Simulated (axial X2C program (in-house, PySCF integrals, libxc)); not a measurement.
## CrSi at several levels of theory

Calculated with an in-house relativistic program for diatomic molecules. Spin-free means the one-electron spin-free X2C Hamiltonian; two-component (2c) means X2C with spin–orbit coupling and atomic mean-field two-electron Coulomb and Gaunt terms, so the difference of the two also holds small scalar two-electron terms. Basis: Cr dyall-cv3z [9s10p6d3f2g], Si dyall-v3z [8s7p2d1f] (cores contracted in-house); Gaussian nuclei, density fitting, unrestricted open shells. Masses: Cr 51.941 u, Si 27.977 u.

State, spin-free: M_S = 4, Λ = 0 (beyond evenly filled blocks: 2 × σα, 2 × π+α, 2 × π-α, δ+α, δ-α); electrons by block: σα: 11, σβ: 9, π+α: 5, π+β: 3, π-α: 5, π-β: 3, δ+α: 1, δ-α: 1. Fragments: Cr + Si.

State, 2c: Ω = 4 (⟨Sz⟩ = 4.00, ⟨Lz⟩ = 0.00 at PBE0); electrons by block: 1/2: 14, -1/2: 14, 3/2: 5, -3/2: 4, 5/2: 1. Fragments: Cr + Si.

```
Hamiltonian    level  Re (Å)  ωe (cm⁻¹)  Be (cm⁻¹)  αe (cm⁻¹)  De (eV)  D0 (eV)  μ (D)
  spin-free     PBE0   2.525      272.7     0.1454    0.00111     1.26     1.24  -3.65
  spin-free       HF   2.630      236.9     0.1341     0.0011    0.685    0.671  -5.74
  spin-free      MP2   2.508      282.3     0.1474    0.00109     1.28     1.26    n/a
  spin-free     CCSD   2.528      275.8      0.145    0.00107     1.21     1.19    n/a
  spin-free  CCSD(T)   2.520      280.2      0.146    0.00105     1.29     1.27    n/a
  spin-free    B3LYP   2.556      255.2     0.1419    0.00121     1.03     1.01  -3.33
         2c     PBE0   2.526      272.4     0.1453    0.00111     1.25     1.24  -3.65
         2c       HF   2.631      236.6      0.134     0.0011    0.682    0.667  -5.75
         2c      MP2   2.509      281.9     0.1473    0.00109     1.29     1.27    n/a
         2c     CCSD   2.529      275.4     0.1449    0.00107     1.20     1.19    n/a
         2c  CCSD(T)   2.521      279.9     0.1459    0.00106     1.29     1.27    n/a
         2c    B3LYP   2.557      255.0     0.1418    0.00121     1.03     1.01  -3.33
```

Correlated methods: 10 electrons correlated (number of frozen shells: Cr 3 s, 2 p; Si 2 s, 1 p), 234 virtual spin orbitals or spinors in MP2, 90 natural virtuals in coupled cluster.

Dipoles are positive if Si is the positive end.

Occupations by symmetry block were frozen at the best pattern of an incomplete PBE0 search. De is counted from the lowest determinant-based energies of the atoms at the same level, without counterpoise correction. Density functionals use the spin component along the axis (collinear). Coupled cluster ran in a truncated set of natural virtual spinors; the MP2 energy of the rest was added. (T) has no such correction and the atoms are truncated less, which lowers De at CCSD(T) by a hundredth of an eV or more. The 2c atoms are single determinants rather than J levels; their spin–orbit lowering is only partly caught, and De is too large by that part. This holds for PBE0, MP2, CCSD, CCSD(T), B3LYP. PBE0 can misorder states that lie within some tenths of an eV, so this need not be the ground state of the molecule. The nearest other spin-free determinant of the search, M_S = 3, Λ = 1, lies 0.03 eV up at the distance of the search. The functionals have no current-density term, which raises determinants with orbital currents, atoms included. With several unpaired electrons one determinant need not be a pure state. A state of lower Ω lies just above, and one determinant can place such states too high, so the state shown need not be the lowest. The search has Ω = 2 only 0.02 eV up. Open-shell Ω = 0 determinants with evenly filled partner blocks cannot be reached by this program, so the Ω shown need not be the lowest component.

Rough cost a point (2c) on 1 thread(s) of a shared host, integrals apart: PBE0 0.8 s, HF 0.7 s, CCSD(T) 10 s, B3LYP 0.9 s.
